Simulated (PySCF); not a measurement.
A structure optimised at PBE0-D3(BJ)/def2-SVP, used in a PySCF frequency run:

```
C
C 1 1.3346
F 2 1.3222 1 123.30
H 1 1.0955 2 117.09 3 0.00
H 2 1.0955 3 112.32 1 180.00
B 1 1.5520 4 123.11 2 180.00
F 6 1.3343 1 119.16 4 180.00
O 6 1.3500 7 116.14 1 180.00
H 8 0.9611 6 113.15 7 180.00
```
Charge 0, spin multiplicity 1.

Q: Write its SMILES, formula and point group.

A: OB(F)/C=C/F, C2H3BF2O, Cs

Q: What are its rotational constants (standard atomic weights)?

A: 9.2849, 1.7628, 1.4815 GHz
